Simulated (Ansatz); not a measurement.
Molecular dynamics of Cl3F2H3OW

The input (input.yaml):

```yaml
crystal:
  periodic: [false, false, false]
  atoms:
    - { symbol: W, position_ang: [-0.027971, 0.263422, 0.095955] }
    - { symbol: O, position_ang: [0.232537, -0.220714, 2.059043] }
    - { symbol: H, position_ang: [0.574918, -1.012666, 2.450478] }
    - { symbol: Cl, position_ang: [2.235082, -0.319506, -0.057208] }
    - { symbol: Cl, position_ang: [0.107617, 1.963624, -1.468879] }
    - { symbol: F, position_ang: [-1.69378, 0.954933, 0.500902] }
    - { symbol: Cl, position_ang: [-1.054521, -1.805154, -0.071622] }
    - { symbol: H, position_ang: [0.214188, -0.382085, -1.37525] }
    - { symbol: F, position_ang: [0.735058, 1.780425, 1.423275] }
    - { symbol: H, position_ang: [0.644772, 0.93132, 2.126708] }
basis:
  gaussian: { orbitals: def2-SVP }
hamiltonian:
  xc: hf
md:
  timestep: 0.5
  n_steps: 200
  ensemble: nve
  temperature: 300.0
  initial_velocities: maxwell_boltzmann
  seed: 4698
```

Run as:

```bash
$ ansatz run input.yaml --threads 4 --pin off --max-ram 5120MiB --backend cpu --events-out ev --progress --plain --runs-dir out
```

It starts at the highest image of a converged band. Of that band: Beside the main top the profile has a ripple of under 15 meV (maxima at images 1, 3), which may be a very shallow well or noise. A structure lower than the last end lies on the path between it and the top, so the climb from that side starts below the end, which may itself be a saddle point or a shallow side well. A vibrational analysis at the climbing image gives one clearly imaginary mode, 1328i cm⁻¹: a first-order saddle point.

Output, in part (one step line in 3, the closing report, with atoms numbered from 0):

```
md step     0: t =     0.00 fs  T =   300.0 K  F+E_penalty+E_count = -46798.18800633 eV  E_kin = 0.310224 eV  conserved = -46797.87778233 eV  (60 SCF iters)
md step     3: t =     1.50 fs  T =   263.0 K  F+E_penalty+E_count = -46798.14891619 eV  E_kin = 0.271987 eV  conserved = -46797.87692911 eV  (52 SCF iters)
md step     6: t =     3.00 fs  T =   234.7 K  F+E_penalty+E_count = -46798.11948345 eV  E_kin = 0.242697 eV  conserved = -46797.87678623 eV  (51 SCF iters)
md step     9: t =     4.50 fs  T =   234.2 K  F+E_penalty+E_count = -46798.11961143 eV  E_kin = 0.242192 eV  conserved = -46797.87741928 eV  (52 SCF iters)
md step    12: t =     6.00 fs  T =   213.3 K  F+E_penalty+E_count = -46798.09699976 eV  E_kin = 0.220618 eV  conserved = -46797.87638130 eV  (52 SCF iters)
md step    15: t =     7.50 fs  T =   254.6 K  F+E_penalty+E_count = -46798.14060904 eV  E_kin = 0.263226 eV  conserved = -46797.87738311 eV  (49 SCF iters)
md step    18: t =     9.00 fs  T =   276.7 K  F+E_penalty+E_count = -46798.16401519 eV  E_kin = 0.286178 eV  conserved = -46797.87783678 eV  (50 SCF iters)
md step    21: t =    10.50 fs  T =   261.5 K  F+E_penalty+E_count = -46798.14665265 eV  E_kin = 0.270391 eV  conserved = -46797.87626169 eV  (47 SCF iters)
md step    24: t =    12.00 fs  T =   371.3 K  F+E_penalty+E_count = -46798.26196481 eV  E_kin = 0.383983 eV  conserved = -46797.87798139 eV  (48 SCF iters)
md step    27: t =    13.50 fs  T =   442.2 K  F+E_penalty+E_count = -46798.33556498 eV  E_kin = 0.457247 eV  conserved = -46797.87831807 eV  (48 SCF iters)
md step    30: t =    15.00 fs  T =   427.4 K  F+E_penalty+E_count = -46798.31856115 eV  E_kin = 0.442002 eV  conserved = -46797.87655962 eV  (48 SCF iters)
md step    33: t =    16.50 fs  T =   510.5 K  F+E_penalty+E_count = -46798.40489728 eV  E_kin = 0.527870 eV  conserved = -46797.87702710 eV  (49 SCF iters)
md step    36: t =    18.00 fs  T =   644.7 K  F+E_penalty+E_count = -46798.54484445 eV  E_kin = 0.666667 eV  conserved = -46797.87817705 eV  (51 SCF iters)
md step    39: t =    19.50 fs  T =   733.0 K  F+E_penalty+E_count = -46798.63472568 eV  E_kin = 0.758022 eV  conserved = -46797.87670376 eV  (49 SCF iters)
md step    42: t =    21.00 fs  T =   872.6 K  F+E_penalty+E_count = -46798.78116564 eV  E_kin = 0.902315 eV  conserved = -46797.87885026 eV  (49 SCF iters)
md step    45: t =    22.50 fs  T =   905.1 K  F+E_penalty+E_count = -46798.81365977 eV  E_kin = 0.935952 eV  conserved = -46797.87770780 eV  (48 SCF iters)
md step    48: t =    24.00 fs  T =   898.6 K  F+E_penalty+E_count = -46798.80610261 eV  E_kin = 0.929194 eV  conserved = -46797.87690853 eV  (97 SCF iters)
md step    51: t =    25.50 fs  T =   966.5 K  F+E_penalty+E_count = -46798.87701407 eV  E_kin = 0.999438 eV  conserved = -46797.87757655 eV  (48 SCF iters)
md step    54: t =    27.00 fs  T =  1022.7 K  F+E_penalty+E_count = -46798.93575264 eV  E_kin = 1.057589 eV  conserved = -46797.87816375 eV  (48 SCF iters)
md step    57: t =    28.50 fs  T =  1052.6 K  F+E_penalty+E_count = -46798.96563653 eV  E_kin = 1.088516 eV  conserved = -46797.87712020 eV  (49 SCF iters)
md step    60: t =    30.00 fs  T =  1111.2 K  F+E_penalty+E_count = -46799.02781844 eV  E_kin = 1.149110 eV  conserved = -46797.87870830 eV  (48 SCF iters)
md step    63: t =    31.50 fs  T =  1063.8 K  F+E_penalty+E_count = -46798.97779697 eV  E_kin = 1.100070 eV  conserved = -46797.87772727 eV  (48 SCF iters)
md step    66: t =    33.00 fs  T =  1000.6 K  F+E_penalty+E_count = -46798.91183661 eV  E_kin = 1.034654 eV  conserved = -46797.87718230 eV  (50 SCF iters)
md step    69: t =    34.50 fs  T =   965.1 K  F+E_penalty+E_count = -46798.87637196 eV  E_kin = 0.997977 eV  conserved = -46797.87839491 eV  (50 SCF iters)
md step    72: t =    36.00 fs  T =   871.4 K  F+E_penalty+E_count = -46798.77812316 eV  E_kin = 0.901136 eV  conserved = -46797.87698758 eV  (49 SCF iters)
md step    75: t =    37.50 fs  T =   836.4 K  F+E_penalty+E_count = -46798.74278786 eV  E_kin = 0.864860 eV  conserved = -46797.87792757 eV  (49 SCF iters)
md step    78: t =    39.00 fs  T =   813.0 K  F+E_penalty+E_count = -46798.71860632 eV  E_kin = 0.840658 eV  conserved = -46797.87794796 eV  (50 SCF iters)
md step    81: t =    40.50 fs  T =   753.9 K  F+E_penalty+E_count = -46798.65701051 eV  E_kin = 0.779627 eV  conserved = -46797.87738333 eV  (49 SCF iters)
md step    84: t =    42.00 fs  T =   721.0 K  F+E_penalty+E_count = -46798.62322286 eV  E_kin = 0.745613 eV  conserved = -46797.87760998 eV  (49 SCF iters)
md step    87: t =    43.50 fs  T =   696.6 K  F+E_penalty+E_count = -46798.59800442 eV  E_kin = 0.720339 eV  conserved = -46797.87766506 eV  (51 SCF iters)
md step    90: t =    45.00 fs  T =   694.4 K  F+E_penalty+E_count = -46798.59578542 eV  E_kin = 0.718109 eV  conserved = -46797.87767616 eV  (53 SCF iters)
md step    93: t =    46.50 fs  T =   729.7 K  F+E_penalty+E_count = -46798.63195557 eV  E_kin = 0.754546 eV  conserved = -46797.87741004 eV  (52 SCF iters)
md step    96: t =    48.00 fs  T =   783.3 K  F+E_penalty+E_count = -46798.68822339 eV  E_kin = 0.810012 eV  conserved = -46797.87821187 eV  (53 SCF iters)
md step    99: t =    49.50 fs  T =   807.4 K  F+E_penalty+E_count = -46798.71223289 eV  E_kin = 0.834873 eV  conserved = -46797.87735948 eV  (52 SCF iters)
md step   102: t =    51.00 fs  T =   842.1 K  F+E_penalty+E_count = -46798.74894363 eV  E_kin = 0.870816 eV  conserved = -46797.87812784 eV  (53 SCF iters)
md step   105: t =    52.50 fs  T =   826.4 K  F+E_penalty+E_count = -46798.73260190 eV  E_kin = 0.854580 eV  conserved = -46797.87802169 eV  (51 SCF iters)
md step   108: t =    54.00 fs  T =   766.7 K  F+E_penalty+E_count = -46798.66988357 eV  E_kin = 0.792856 eV  conserved = -46797.87702767 eV  (51 SCF iters)
md step   111: t =    55.50 fs  T =   763.9 K  F+E_penalty+E_count = -46798.66818774 eV  E_kin = 0.789970 eV  conserved = -46797.87821750 eV  (52 SCF iters)
md step   114: t =    57.00 fs  T =   729.4 K  F+E_penalty+E_count = -46798.63169064 eV  E_kin = 0.754211 eV  conserved = -46797.87747968 eV  (52 SCF iters)
md step   117: t =    58.50 fs  T =   696.8 K  F+E_penalty+E_count = -46798.59799035 eV  E_kin = 0.720597 eV  conserved = -46797.87739332 eV  (53 SCF iters)
md step   120: t =    60.00 fs  T =   696.8 K  F+E_penalty+E_count = -46798.59840216 eV  E_kin = 0.720534 eV  conserved = -46797.87786843 eV  (53 SCF iters)
md step   123: t =    61.50 fs  T =   659.8 K  F+E_penalty+E_count = -46798.56069090 eV  E_kin = 0.682312 eV  conserved = -46797.87837882 eV  (53 SCF iters)
md step   126: t =    63.00 fs  T =   588.2 K  F+E_penalty+E_count = -46798.48526782 eV  E_kin = 0.608234 eV  conserved = -46797.87703398 eV  (52 SCF iters)
md step   129: t =    64.50 fs  T =   561.4 K  F+E_penalty+E_count = -46798.45857954 eV  E_kin = 0.580557 eV  conserved = -46797.87802302 eV  (52 SCF iters)
md step   132: t =    66.00 fs  T =   512.9 K  F+E_penalty+E_count = -46798.40705339 eV  E_kin = 0.530406 eV  conserved = -46797.87664738 eV  (51 SCF iters)
md step   135: t =    67.50 fs  T =   559.4 K  F+E_penalty+E_count = -46798.45577769 eV  E_kin = 0.578465 eV  conserved = -46797.87731314 eV  (51 SCF iters)
md step   138: t =    69.00 fs  T =   624.8 K  F+E_penalty+E_count = -46798.52497713 eV  E_kin = 0.646114 eV  conserved = -46797.87886285 eV  (54 SCF iters)
md step   141: t =    70.50 fs  T =   604.5 K  F+E_penalty+E_count = -46798.50166431 eV  E_kin = 0.625149 eV  conserved = -46797.87651576 eV  (53 SCF iters)
md step   144: t =    72.00 fs  T =   649.9 K  F+E_penalty+E_count = -46798.55071533 eV  E_kin = 0.672080 eV  conserved = -46797.87863565 eV  (52 SCF iters)
md step   147: t =    73.50 fs  T =   629.4 K  F+E_penalty+E_count = -46798.52765776 eV  E_kin = 0.650834 eV  conserved = -46797.87682368 eV  (51 SCF iters)
md step   150: t =    75.00 fs  T =   674.6 K  F+E_penalty+E_count = -46798.57447565 eV  E_kin = 0.697613 eV  conserved = -46797.87686290 eV  (54 SCF iters)
md step   153: t =    76.50 fs  T =   793.6 K  F+E_penalty+E_count = -46798.69936450 eV  E_kin = 0.820620 eV  conserved = -46797.87874494 eV  (52 SCF iters)
md step   156: t =    78.00 fs  T =   804.5 K  F+E_penalty+E_count = -46798.70908360 eV  E_kin = 0.831876 eV  conserved = -46797.87720751 eV  (51 SCF iters)
md step   159: t =    79.50 fs  T =   844.3 K  F+E_penalty+E_count = -46798.75144083 eV  E_kin = 0.873054 eV  conserved = -46797.87838725 eV  (52 SCF iters)
md step   162: t =    81.00 fs  T =   840.9 K  F+E_penalty+E_count = -46798.74762235 eV  E_kin = 0.869544 eV  conserved = -46797.87807863 eV  (54 SCF iters)
md step   165: t =    82.50 fs  T =   779.3 K  F+E_penalty+E_count = -46798.68266107 eV  E_kin = 0.805909 eV  conserved = -46797.87675233 eV  (53 SCF iters)
md step   168: t =    84.00 fs  T =   804.1 K  F+E_penalty+E_count = -46798.70960013 eV  E_kin = 0.831490 eV  conserved = -46797.87811026 eV  (52 SCF iters)
md step   171: t =    85.50 fs  T =   771.0 K  F+E_penalty+E_count = -46798.67529178 eV  E_kin = 0.797304 eV  conserved = -46797.87798789 eV  (53 SCF iters)
md step   174: t =    87.00 fs  T =   750.7 K  F+E_penalty+E_count = -46798.65326981 eV  E_kin = 0.776271 eV  conserved = -46797.87699883 eV  (53 SCF iters)
md step   177: t =    88.50 fs  T =   788.8 K  F+E_penalty+E_count = -46798.69486572 eV  E_kin = 0.815650 eV  conserved = -46797.87921578 eV  (51 SCF iters)
md step   180: t =    90.00 fs  T =   680.1 K  F+E_penalty+E_count = -46798.57991951 eV  E_kin = 0.703258 eV  conserved = -46797.87666196 eV  (51 SCF iters)
md step   183: t =    91.50 fs  T =   660.3 K  F+E_penalty+E_count = -46798.56028384 eV  E_kin = 0.682818 eV  conserved = -46797.87746600 eV  (52 SCF iters)
md step   186: t =    93.00 fs  T =   640.9 K  F+E_penalty+E_count = -46798.54206948 eV  E_kin = 0.662760 eV  conserved = -46797.87930935 eV  (52 SCF iters)
md step   189: t =    94.50 fs  T =   529.0 K  F+E_penalty+E_count = -46798.42221914 eV  E_kin = 0.547023 eV  conserved = -46797.87519587 eV  (50 SCF iters)
md step   192: t =    96.00 fs  T =   618.4 K  F+E_penalty+E_count = -46798.51904588 eV  E_kin = 0.639477 eV  conserved = -46797.87956849 eV  (50 SCF iters)
md step   195: t =    97.50 fs  T =   582.9 K  F+E_penalty+E_count = -46798.48011279 eV  E_kin = 0.602811 eV  conserved = -46797.87730195 eV  (50 SCF iters)
md step   198: t =    99.00 fs  T =   566.2 K  F+E_penalty+E_count = -46798.46205945 eV  E_kin = 0.585520 eV  conserved = -46797.87653896 eV  (51 SCF iters)
md step   200: t =   100.00 fs  T =   627.5 K  F+E_penalty+E_count = -46798.52724927 eV  E_kin = 0.648834 eV  conserved = -46797.87841549 eV  (96 SCF iters)
Total energy: -46798.52724927 eV, -1719.8141552295 hartree
Atom 0 at     0.053594     0.418280     0.034282 Å, force    -0.560947    -1.012934    -0.411149 eV/Å
Atom 1 at     0.005482    -0.881628     2.579432 Å, force    -0.935318    -1.135904    -0.716975 eV/Å
Atom 2 at    -0.429367    -1.713259     2.847578 Å, force     0.792258     1.543141    -0.305347 eV/Å
Atom 3 at     2.000293    -0.644119     0.253944 Å, force     2.286756    -0.575536     0.523764 eV/Å
Atom 4 at    -0.321445     1.919526    -1.672179 Å, force    -0.416359     0.378945     0.318042 eV/Å
Atom 5 at    -1.588428     0.786912     0.851403 Å, force    -0.232115     0.038478    -0.627276 eV/Å
Atom 6 at    -0.816880    -1.767771    -0.121610 Å, force    -0.420624     0.443327    -0.497335 eV/Å
Atom 7 at     0.711198    -0.060388    -1.411969 Å, force    -0.985633    -0.214533     0.355641 eV/Å
Atom 8 at     0.866619     1.718327     1.041788 Å, force     0.215967     0.414548     0.348913 eV/Å
Atom 9 at     0.403874    -0.453406     3.303724 Å, force     0.256016     0.120467     1.011722 eV/Å
Dipole moment:     0.212508    -0.297096     0.422905 e Å
```

All steps were run. The conserved energy stayed within 0.26 meV per atom of its start (net change -0.063 meV per atom), so the integration is sound. The kinetic energy rose, since the run started high on the potential surface and went downhill. It ends in pieces (Cl3F2HW + H2O), so much of that is their flight and rotation, not heat. A run of 0.1 ps of so small a system gives no equilibrium averages. The orbitals stay closed-shell, which can raise the energy where a bond breaks towards radicals; this wasn't checked here.

Between its relaxed ends the band would form W1–F9, O2–H10 and break F9–H10. These pairs go: W1–F9 2.16 → 1.83 Å, O2–H10 1.23 → 0.93 Å, F9–H10 1.11 → 3.17 Å. In the last frame they stand as after the step (other bonds may differ from the relaxed reactants and products). Also parted: W1–O2 2.04 → 2.86 Å, W1–H10 2.24 → 3.40 Å. It ends as Cl3F2HW + H2O. Pairs count as bonded within 1.25 times the sum of covalent radii (0.12 Å more for H–H).

Last frame:

```xyz
10
Properties=species:S:1:pos:R:3
W 0.054 0.418 0.034
O 0.005 -0.882 2.579
H -0.429 -1.713 2.848
Cl 2.000 -0.644 0.254
Cl -0.321 1.919 -1.672
F -1.588 0.787 0.851
Cl -0.817 -1.768 -0.122
H 0.711 -0.060 -1.412
F 0.867 1.718 1.042
H 0.404 -0.453 3.304
```

The run took 6.8 min on 4 threads of Arm Neoverse V2, with other jobs on the host, peak memory 0.45 GiB.
